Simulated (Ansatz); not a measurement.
Computed with Ansatz on PBE0-D4/def2-TZVP structures; ΔE is electronic, products minus reactants. CBS: MP2 limit from def2 TZ/QZ plus the TZ coupled-cluster correction, frozen cores. Functionals use def2-TZVPP. For Br, Ga outer-core shells are correlated without core-valence functions, which leaves a few kJ/mol of doubt a bond. Scalar relativity is left out up to krypton. Each species was taken in one conformer, which may not be the lowest.

Reaction (ligand exchange at the Si–O bond): `[SiH3][O][Ga]([Br])[Br]` + `C=CNC` → `C=CN(C)[SiH3]` + `[OH][Ga]([Br])[Br]`

CCSD(T)/CBS gives +42.4 kJ/mol.

(1) Another level gave +44.2 kJ/mol. Which?
A. revPBE-D4/def2-TZVPP
B. BHLYP-D4/def2-TZVPP
C. HF/def2-TZVPP
D. r2SCAN/def2-TZVPP

Largest T1 diagnostic among the species: 0.012.

Results:

(1) D. r2SCAN 44.2, HF/def2-TZVPP 67.4, BHLYP-D4 53.5, revPBE-D4 31.5 kJ/mol.

From PBE to PBE0 (25 % exact exchange), in def2-TZVPP and without D4, ΔE moves by +3.8 kJ/mol. The D4 term adds −4.8 kJ/mol with B3LYP and −2.4 kJ/mol with PBE0; it sums over pairs of atoms, weighted by their polarisabilities, and B3LYP, whose exchange is more repulsive, gets the larger term.

B3LYP here is the variant with VWN-RPA as its local correlation; programs differ in this.
